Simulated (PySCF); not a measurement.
# Bond lengths and vibrations by method: BCH4O anion

These are calculations, not measurements. The program is PySCF 2.14.0, an open-source quantum chemistry code, run on an isolated molecule that a program drew, which may never have been made. The molecule is BCH4O anion (charge -1, singlet), drawn as the SMILES string `CB[O-]`.

The geometry was optimised and harmonic frequencies were computed with HF and MP2, all in the aug-cc-pVDZ basis, for the commonest isotopes, with a restricted reference for singlets and an unrestricted one otherwise, and a frozen core in MP2. Each result is a local minimum of its method.

Geometry at the HF minimum:
```xyz
7
BCH4O anion, angstrom
C    -0.8438    0.9210   -1.7611
B    -1.5892    1.9605   -0.7356
O    -1.3795    3.2173   -0.6580
H    -1.5777    0.4091   -2.4013
H    -0.1139    1.4222   -2.4075
H    -0.3240    0.1271   -1.2043
H    -2.4297    1.3474   -0.0013
```

Lengths of the bonds as drawn, in Å (atoms numbered as above):
| bond | HF | MP2 |
|---|---|---|
| C1-B2 | 1.639 | 1.642 |
| B2-O3 | 1.277 | 1.312 |
| C1-H4 | 1.100 | 1.110 |
| C1-H5 | 1.096 | 1.106 |
| C1-H6 | 1.100 | 1.110 |
| B2-H7 | 1.273 | 1.271 |

Rotational constants, in GHz:
| constant | HF | MP2 |
|---|---|---|
| A | 52.7 | 51.37 |
| B | 8.701 | 8.528 |
| C | 7.827 | 7.664 |

Harmonic frequencies in cm^-1, each column in rising order, so a row needn't be the same motion in every method:
```
rank,HF,MP2
1,129,124
2,417,?
3,665,613
4,754,717
5,978,912
6,1027,938
7,1164,1086
8,1351,1231
9,1533,1424
10,1551,1447
11,1624,1472
12,2109,2133
13,3079,2990
14,3116,3067
15,3158,3102
```

**Estimate the missing MP2 frequency from the HF column.**

A single factor s that minimises the squared misfit of MP2 against s times HF over the other rows is sum(HF x MP2) / sum(HF^2) = 0.9661, with an rms misfit of 55 cm^-1. For rank 2 it gives 0.9661 x 417 = 403 cm^-1. The calculation gives 382 cm^-1, 21 cm^-1 below the estimate. The drawn bonds are on average 0.9 % longer in MP2 than in HF.
